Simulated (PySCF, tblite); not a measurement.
Isomers of C4H10OPSi (doublet state), one GFN2-xTB conformer each. Single-point energies are computed at B3LYP/pcH-1 (PySCF, gas phase, no added dispersion term), electronic only. GFN2-xTB treats the open shell by occupation alone, and not every SCF solution was tested for stability.

**Question.** Rank them by B3LYP/pcH-1 energy, lowest first (kcal/mol).
A. `[CH3:1][C:2]1[O:3][Si@@H:4]([PH2:5])[C@@H:6]1[CH3:7]` (doublet state) with O3–Si4–P5–H -174° and -81°
B. `[PH2:1][Si@@H:2]1[CH2:3][CH2:4][CH2:5][CH:6][O:7]1` (doublet state) with H–P1–Si2–C3 -80° and -173°, P1–Si2–C3–C4 -142°, Si2–C3–C4–C5 56°, C3–C4–C5–C6 -68°, C4–C5–C6–O7 45°
C. `[PH2:1][Si@@H:2]1[CH2:3][CH2:4][CH:5][CH2:6][O:7]1` (doublet state) with H–P1–Si2–C3 -168° and -76°, P1–Si2–C3–C4 -151°, Si2–C3–C4–C5 53°, C3–C4–C5–C6 -68°, C4–C5–C6–O7 58°

**Answer.** B (0.0), C (5.6), A (14.4).

As drawn, the highest has a four-membered ring, which the lowest lacks. GFN2-xTB itself gives, in the same order: 0.0, 6.1, 17.9. Both levels put the same isomer lowest; measured from each level's own lowest isomer, the values differ by up to 3.5 kcal/mol (C[C]1O[Si@@H](P)[C@@H]1C: 17.9 against 14.4).

**Question.** What happens when harmonic zero-point energies from GFN2-xTB frequencies are added?

**Answer.** 
| SMILES | ZPE (kcal/mol) | electronic (kcal/mol) | with ZPE (kcal/mol) |
| --- | --- | --- | --- |
| P[Si@@H]1CCC[CH]O1 | 80.1 | 0.0 | 0.0 |
| P[Si@@H]1CC[CH]CO1 | 80.0 | 5.6 | 5.5 |
| C[C]1O[Si@@H](P)[C@@H]1C | 79.1 | 14.4 | 13.4 |

The zero-point energies span 1.0 kcal/mol. The order is unchanged.
